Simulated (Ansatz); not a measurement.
`C[Si](C)(Cl)Cl`. Total charge 0; spin multiplicity 1.

Cartesian coordinates in Å:
```
C 0.749 -0.588 1.289
Si -0.455 -0.407 -0.105
C -0.189 1.089 -1.160
Cl -0.336 -2.081 -1.297
Cl -2.358 -0.330 0.677
H 0.688 0.275 1.956
H 0.533 -1.488 1.867
H 1.768 -0.661 0.902
H -0.275 1.997 -0.558
H -0.932 1.132 -1.958
H 0.806 1.062 -1.612
```

(1) List the harmonic frequencies (cm⁻¹, unscaled) at PBE0-D4/def2-TZVP in Ansatz. (Estimate.)

(2) Is this a minimum?

(3) Give the ideal-gas thermochemistry at 298.15 K and 1 bar (rigid rotor, harmonic oscillator; point group C2v, symmetry number 2).

Answers

(1) Ansatz gave: 157, 158, 167, 169, 217, 222, 237, 472, 551, 696, 704, 757, 811, 835, 861, 1278, 1282, 1437, 1438, 1444, 1451, 3054, 3055, 3140, 3142, 3151, 3151.

(2) Yes, all 27 modes are real.

(3) Zero-point energy 203.6 kJ/mol; H(298) − E = 226.8 kJ/mol; entropy 359.4 J/(mol·K), of which translation 169.5, rotation 112.1, vibration 77.8; G(298) − E = 119.7 kJ/mol.
